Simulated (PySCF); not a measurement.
## Dipole response of S⁺ (sulfur, charge +1)

[Ne] 3s2 3p3, high-spin 4S determinant. All numbers are calculated (PySCF 2.14, the non-relativistic Hamiltonian (point nucleus), in aug-cc-pV(Q+d)Z with one added diffuse shell each of s, p, d, f, g type (8s7p6d4f3g, 114 functions)). Coupled (time-dependent) response in atomic units; α is the mean over directions.

```json
{"method": "UHF", "mean α (bohr³)": "10.91", "C₆ (like pair)": "53.61", "S(−4)": "34.59"}
{"method": "PBE", "mean α (bohr³)": "11.01", "C₆ (like pair)": "54.24", "S(−4)": "34.15"}
{"method": "PBE0", "mean α (bohr³)": "10.88", "C₆ (like pair)": "53.43", "S(−4)": "33.13"}
{"method": "M06", "mean α (bohr³)": "10.91", "C₆ (like pair)": "52.47", "S(−4)": "35.29"}
```

S(−4) is the Cauchy moment in α(ω) = α(0) + S(−4) ω² + …

α(iu) at PBE:

```
u (hartree)  α(iu) (bohr³)
          0          11.01
     0.0500          10.92
      0.100          10.68
      0.200          9.810
      0.300          8.666
      0.500          6.379
      0.750          4.276
       1.00          2.966
       1.50          1.625
       2.00          1.024
       3.00         0.5276
       5.00         0.2332
```

For an ion, C₆ is the dispersion term alone; charge-induced terms of lower order in 1/R come first.
